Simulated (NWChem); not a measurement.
Species: Si$_{2}$H$_{4}$OClF; SMILES O[Si@@H](F)[SiH2]Cl

```xyz
9

O      1.5331     1.3849    -0.5457
Si     0.1744     1.1832     0.3701
F     -0.8529     2.4256     0.1328
Si    -0.8599    -0.7685    -0.3971
Cl     0.3244    -2.3646     0.2152
H      2.1926     2.0220    -0.2539
H      0.4883     1.1824     1.8276
H     -2.2165    -0.9355     0.1998
H     -0.9700    -0.7863    -1.8835
```
Atoms are numbered in this order, from 1.

Results from NWChem. All runs use the structure optimised with PBE0/def2-SVP.

For level PW6B95/def2-TZVP:

```
Quantity                     Result
---------------------------  ------
highest occupied level (eV)   -8.35
orbital gap (eV)               7.52
```

### Question
Estimate the same quantities for level BLYP/def2-TZVP.

### Answer
The highest occupied level (eV) comes out as -6.90. The orbital gap (eV) is 5.37.
